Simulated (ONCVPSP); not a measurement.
## Pseudopotential generation for sulfur (S): ONCV, PBEsol, scalar-relativistic.

sulfur (S), optimised norm-conserving Vanderbilt (ONCV), made with ONCVPSP 4.0.1 (PBEsol, scalar-relativistic). Core [Ne], reference 3s2 3p4. Waves: 3s: rc 1.30 bohr, ncon 4, nbas 9, qcut 5.8 1/bohr, 2 projectors, debl 1 Ha; 3p: rc 1.45 bohr, ncon 4, nbas 7, qcut 6.3 1/bohr, 2 projectors, debl 1 Ha. Local part: polynomial inside 1.30 bohr (lpopt 5, dvloc0 0 Ha). Core correction: none.

Calculated quality:

```
Cutoffs needed           : 13 Ha and 17 Ha (the cutoffs (Ha) at which the residual kinetic energy of the hardest occupied pseudo-wave falls to 1 and 0.1 mHa per electron)
Ghost test               : no bound ghost flagged; GHOST(+) flagged for s at 133.6 eV
Largest excitation error : +56 meV (all-electron minus pseudo) for 3s2 3p1, out of 4 test configurations
```

Generation and tests took about 2.4 s on one core of a shared server CPU.
